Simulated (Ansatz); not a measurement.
Calculated with Ansatz (gas phase, PBE0-D4/def2-TZVP geometries, no zero-point term in ΔE). CBS: MP2 limit from def2 TZ/QZ plus the TZ coupled-cluster correction, frozen cores. This one scheme is used for every species. Each species was taken in one conformer, which may not be the lowest.

Consider the formal exchange of groups at the Si–O bond: `C[Si@@H](O)O[Si@H](O)Cl` + `C=C` → `C=C[SiH](O)Cl` + `C[SiH](O)O`.

`C[Si@@H](O)O[Si@H](O)Cl`:

```xyz
14

C    -0.231   -2.163    0.618
Si    0.119   -0.834   -0.611
O    -1.317   -0.111   -0.998
O     1.103    0.301    0.066
Si    0.865    1.879    0.363
O    -0.531    2.158    1.149
Cl    0.839    2.848   -1.459
H     0.699   -2.611    0.974
H    -0.762   -1.753    1.481
H    -0.847   -2.949    0.177
H     0.782   -1.329   -1.842
H    -1.356    0.352   -1.837
H     1.959    2.422    1.174
H    -1.323    1.791    0.746
```

`C=C`:

```xyz
6

C     0.358    0.026    0.555
C    -0.358   -0.026   -0.555
H     0.195   -0.669    1.372
H     1.138    0.767    0.695
H    -0.195    0.669   -1.372
H    -1.138   -0.767   -0.695
```

`C=C[SiH](O)Cl`:

```xyz
10

C     0.305   -1.596   -0.377
C     0.206   -0.369   -0.883
Si   -0.443    1.054    0.103
O    -0.581    0.686    1.690
Cl    0.862    2.628   -0.168
H     0.684   -2.433   -0.956
H     0.005   -1.816    0.644
H     0.516   -0.200   -1.913
H    -1.779    1.510   -0.327
H     0.225    0.536    2.187
```

`C[SiH](O)O`:

Cartesian coordinates in Å:
```
C -0.572 0.770 0.959
Si 0.457 -0.339 -0.109
O -0.531 -1.594 -0.510
O 1.054 0.429 -1.437
H -1.468 1.103 0.428
H -0.896 0.243 1.859
H -0.005 1.653 1.263
H 1.680 -0.830 0.573
H -0.146 -2.310 -1.017
H 0.428 0.876 -2.010
```

```csv
species,MP2/def2-QZVPP energy (Eh)
`C[Si@@H](O)O[Si@H](O)Cl`,-1305.82379
`C=C`,-78.42544
`C=C[SiH](O)Cl`,-903.09457
`C[SiH](O)O`,-481.10493
```

(1) Work out ΔE.

Largest T1 diagnostic among the species: 0.011.

## Answers

(1) ΔE = (-903.09457) + (-481.10493) − (-1305.82379) − (-78.42544) = 0.04973 Eh = +1.35 eV. CCSD(T)/CBS gives +1.36 eV.

From PBE to PBE0 (25 % exact exchange), in def2-TZVPP and without D4, ΔE moves by +0.06 eV. In def2-TZVPP, CCSD(T) changes the Hartree–Fock value by −0.11 eV (the triples alone add −0.02 eV) and MP2 by −0.12 eV. The D4 term adds +0.07 eV with B3LYP and +0.04 eV with PBE0; it sums over pairs of atoms, weighted by their polarisabilities, and B3LYP, whose exchange is more repulsive, gets the larger term.

B3LYP here is the variant with VWN-RPA as its local correlation; programs differ in this.
